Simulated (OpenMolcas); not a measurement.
**Lines of C⁺: computed and rescaled rates**

- Program: OpenMolcas 26.06
- Method: MS-RASPT2, IPEA 0.25 Eh, imaginary shift 0.1 Eh (closed shells correlated: 1s)
- Basis: ANO-RCC-VTZP [4s3p2d1f]
- Scalar Hamiltonian: DKH2, point nucleus
- Active space: 3 electrons in 9 orbitals (RAS2 2s 2p; RAS3 3d, at most 2 electrons)
- State averaging: 2S+1 = 4 odd, 1 root; 2S+1 = 2 odd, 11 roots; 2S+1 = 4 even, 3 roots; 2S+1 = 2 even, 9 roots
- Spin-orbit coupling: state interaction with AMFI integrals over the reference wave functions, term energies averaged over their components

Rates come from the transition moments of the reference wave functions (E1 and E2 in the length form). At fixed line strength A goes as λ^-3 for E1 and M1 and as λ^-5 for E2, so a rate at the computed wavelength can be rescaled to the measured one. Measured vacuum wavelengths follow from level energies in NIST Handbook of Basic Atomic Spectroscopic Data. Branching counts decays inside the model space alone, at computed energies, and the table is only a selection of the E1 lines, drawn from those between levels with measured partners whose computed energy lies within a factor of 1.5 of the measured one.

```tsv
Upper	Lower	Type	λ computed (nm)	λ measured (nm)	A computed (s-1)	A rescaled (s-1)	Branching %
2s 2p² ²P_3/2	2s² 2p ²P°_3/2	E1	89.55	90.41	3.44e+09	3.34e+09	83.3
2s 2p² ²P_1/2	2s² 2p ²P°_1/2	E1	89.54	90.4	2.74e+09	2.66e+09	66.6
2p³ ⁴S°_3/2	2s 2p² ⁴P_5/2	E1	100.7	101	1.74e+09	1.72e+09	50.0
2s 2p² ²P_1/2	2s² 2p ²P°_3/2	E1	89.59	90.45	1.38e+09	1.34e+09	33.4
2p³ ²P°_1/2	2s 2p² ²D_3/2	E1	102.1	106.6	1.33e+09	1.17e+09	68.9
2p³ ²P°_3/2	2s 2p² ²D_5/2	E1	102	106.6	1.20e+09	1.05e+09	61.9
2p³ ⁴S°_3/2	2s 2p² ⁴P_3/2	E1	100.7	101	1.16e+09	1.15e+09	33.3
2s 2p² ²S_1/2	2s² 2p ²P°_3/2	E1	102.4	103.7	9.17e+08	8.83e+08	66.3
2s 2p² ²P_3/2	2s² 2p ²P°_1/2	E1	89.51	90.36	6.87e+08	6.68e+08	16.7
2p³ ⁴S°_3/2	2s 2p² ⁴P_1/2	E1	100.7	101	5.82e+08	5.77e+08	16.7
2p³ ²D°_5/2	2s 2p² ²D_5/2	E1	132	132.4	5.62e+08	5.57e+08	84.8
2p³ ²D°_3/2	2s 2p² ²D_3/2	E1	132	132.4	5.41e+08	5.36e+08	81.6
2s 2p² ²S_1/2	2s² 2p ²P°_1/2	E1	102.3	103.6	4.66e+08	4.49e+08	33.7
2p³ ²P°_3/2	2s 2p² ²P_3/2	E1	163.1	172.2	3.25e+08	2.76e+08	16.8
2s 2p² ²D_5/2	2s² 2p ²P°_3/2	E1	133.4	133.6	2.69e+08	2.68e+08	100.0
2p³ ²P°_1/2	2s 2p² ²P_1/2	E1	163	172.1	2.61e+08	2.22e+08	13.5
2s 2p² ²D_3/2	2s² 2p ²P°_1/2	E1	133.3	133.5	2.25e+08	2.24e+08	83.5
2p³ ²P°_3/2	2s 2p² ²S_1/2	E1	132.8	138.4	2.13e+08	1.88e+08	11.0
2p³ ²P°_1/2	2s 2p² ²S_1/2	E1	132.8	138.4	2.11e+08	1.86e+08	10.9
2p³ ²D°_3/2	2s 2p² ²D_5/2	E1	132	132.4	6.10e+07	6.04e+07	9.2
2s 2p² ²D_3/2	2s² 2p ²P°_3/2	E1	133.4	133.6	4.45e+07	4.43e+07	16.5
2s 2p² ⁴P_1/2	2s² 2p ²P°_1/2	E1	236.8	232.5	4.61e+01		51.6
2s 2p² ⁴P_1/2	2s² 2p ²P°_3/2	E1	237.1	232.9	4.32e+01		48.4
2s 2p² ⁴P_5/2	2s² 2p ²P°_3/2	E1	236.8	232.6	2.94e+01		100.0
2s 2p² ⁴P_3/2	2s² 2p ²P°_3/2	E1	237	232.8	1.15e+01		93.4
```

Spin-changing lines and M1 lines between different terms are not rescaled, since their strength hangs on the term gaps too.

The largest correction is for 2p³ ²P°_1/2 → 2s 2p² ²P_1/2 (E1): 2.61e+08 × (163 / 172.1)^3 = 2.22e+08 s-1, a factor of 0.85.

The computed rate and branching of 2s 2p² ²D_5/2 → 2s² 2p ²P°_3/2 give the upper level a radiative lifetime of 1.000 / 2.69e+08 s-1 = 3.72e-09 s, counting decays inside the model space alone. The rescaled rate gives about 3.7e-09 s.

The computed order of these levels differs from the measured one in 2 places, and where term gaps are wrong the rates of spin-changing lines can be off by large factors.

No measured rate stands beside these. Rescaling mends the energy factor alone: line strengths can still be far off where a level mixes with configurations outside the active space, and weak or spin-changing lines hang on small mixing coefficients that depend on the term gaps too, so rescaling need not improve them.

Term energies are means over components that CASPT2 splits; among the terms shown or strongly mixed into the levels shown the widest spread is 11 cm-1 (2s 2p² ²D). Active for correlation alone: 3d; no level in the range computed is led by a configuration that fills it, so any true level of that kind is missing. Measured partners are found by configuration, term and J. A level has none where our copy of the source lacks it or the pairing is in doubt (some pairs that miss far off the trend of their configuration count as doubtful). Levels of configurations outside the active space are missing.

° marks odd parity.
